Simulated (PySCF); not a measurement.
## Two-dimensional NMR puzzle

Compound of formula C$_{6}$H$_{4}$ClFO$_{2}$. Correlations simulated from computed shifts and the bond graph:

HSQC (one-bond C–H):
| δH | δC |
| --- | --- |
| 2.75 | 50.8 |
| 1.33 | 15.8 |

COSY cross peaks (H two or three bonds apart, from the bond graph; peaks can be absent where the dihedral angle is near 90°):
| δH | δH |
| --- | --- |
| 2.75 | 1.33 |

HMBC (two and three bonds, from the bond graph):
| δH | δC |
| --- | --- |
| 2.75 | 198.0, 197.6, 177.8, 147.5, 15.8 |
| 1.33 | 198.0, 197.6, 50.8 |

Carbons without hydrogens: δ 198.0, 197.6, 177.8, 147.5.

Level of theory: shielding tensors at PBE0/pcSseg-1 (GIAO), GFN2-xTB geometry, in PySCF 2.14.0 with density-fitted response routines (fast rotation and ring inversion assumed for equivalent nuclei, single conformer, no solvent model, relativity neglected).

Chemical shifts δ = σref − σ; TMS for 1H and 13C, all at this level.

Exchangeable hydrogens are left out of these lists.

**Question.** Work out the connectivity.

**Answer.** `C[C@@H]1C(=O)C(F)=C(Cl)C1=O`.

Atoms are numbered as in `[CH3:1][C@@H:2]1[C:3](=[O:4])[C:5]([F:6])=[C:7]([Cl:8])[C:9]1=[O:10]`; H(Xn) means a hydrogen on atom n.

- δC 198.0 is C3, a ketone carbonyl carbon.
- δC 197.6 is C9, a ketone carbonyl carbon.
- δC 177.8 is C5, a β carbon of a C=C–C=O unit.
- δC 147.5 is C7, a β carbon of a C=C–C=O unit.
- δC 50.8 is C2, an sp3 CH α to a carbonyl (δH 2.75).
- δC 15.8 is C1, a methyl carbon (δH 1.33).
- HMBC from δH 2.75 reaches the proton-free carbons C3, C9, C5, C7.
- HMBC from δH 1.33 reaches the proton-free carbons C3, C9.
- COSY links 2.75–1.33.

This is the structure that produced the data.

Carbons that carry Cl, above all several Cl atoms, come out too deshielded, partly because spin–orbit coupling is missing. Shifts are as computed. Against solution values, carbons near 30 ppm lie about +3 ppm off and those near 130 ppm about +5 ppm; carbons on Cl a further +6 ppm. Of 1211 compounds with measured shifts, 218 miss one by over three times the rms of a fit or turn the order of signals round; such compounds aren't used in these exercises.
